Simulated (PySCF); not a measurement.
# Excited states of S(4+) (sulfur, charge +4)

Ground state [Ne] 3s2, ¹S. All numbers are calculated (PySCF 2.14, no relativity, point nucleus, in aug-cc-pV(D+d)Z with two added diffuse shells each of s, p, d type (7s6p5d, 50 functions)). Vertical excitation energies in eV without spin-orbit coupling; excited terms of each kind are numbered among those the solver found. Frozen: [He] 2s2.

| term | leading excitation | EOM-EE-CCSD |
| --- | --- | --- |
| 1 3P° | 3s → p | 10.252 |
| 1 1P° | 3s → p | 15.955 |
| 1 3D | 3s → d | 30.491 |
| 1 1D | 3s → d | 35.166 |
| 1 3S | 3s → s | 38.940 |
| 1 1S | 3s → s | 39.925 |
| 2 3P° | 3s → p | 43.134 |
| 2 1P° | 3s → p | 43.297 |
| 2 3D | 3s → d | 49.709 |
| 2 1D | 3s → d | 49.980 |

Only the lower part of the computed list is shown. Doubly excited terms such as np² are absent. The solver can miss terms.
